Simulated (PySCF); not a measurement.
These are PySCF with B3LYP-D3(BJ)/def2-TZVP values and carry that method's errors. All species are isolated molecules in the gas phase. B3LYP has the VWN-RPA correlation part, as in Gaussian. 

Reference species (SMILES): `F[CH]F` (neutral, multiplicity 2).

```json
{
 "highest_occupied_spin_orbital": "-6.66 eV",
 "dipole_moment": "1.37 D"
}
```

Changed species: `[GeH3]` (radical fragment; the reference has radical fragment).

Q: What does the change do to the highest occupied spin orbital and dipole moment?

A: the highest occupied spin orbital rises by 0.61 eV, to -6.05 eV; the dipole moment falls by 1.26 D, to 0.11 D.
